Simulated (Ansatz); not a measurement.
Consider the substitution at a C–C bond: `C=C(C)CN` + H₂Te → `C=C(C)[TeH]` + CH₃NH₂.

Calculated with Ansatz (gas phase, PBE0-D4/def2-TZVP geometries, no zero-point term in ΔE). CBS: MP2 limit from def2 TZ/QZ plus the TZ coupled-cluster correction, frozen cores. Functionals use def2-TZVPP. def2 core potentials past Kr. For Te outer-core shells are correlated without core-valence functions, which leaves a few kJ/mol of doubt a bond. Each species was taken in one conformer, which may not be the lowest.

CCSD(T)/CBS gives +1.3 kcal/mol.

Task: Another level gave +2.5 kcal/mol. Which?
A. ωB97M-V/def2-TZVPP
B. CCSD(T)/def2-TZVPP
C. HF/def2-TZVPP
D. SCS-MP2/def2-TZVPP

Result: B. CCSD(T)/def2-TZVPP 2.5, SCS-MP2/def2-TZVPP 1.1, HF/def2-TZVPP 5.0, ωB97M-V 3.6 kcal/mol.

Largest T1 diagnostic among the species: 0.011.

From PBE to PBE0 (25 % exact exchange), in def2-TZVPP and without D4, ΔE moves by +1.2 kcal/mol. In def2-TZVPP, CCSD(T) changes the Hartree–Fock value by −2.5 kcal/mol (the triples alone add −0.7 kcal/mol) and MP2 by −4.3 kcal/mol.
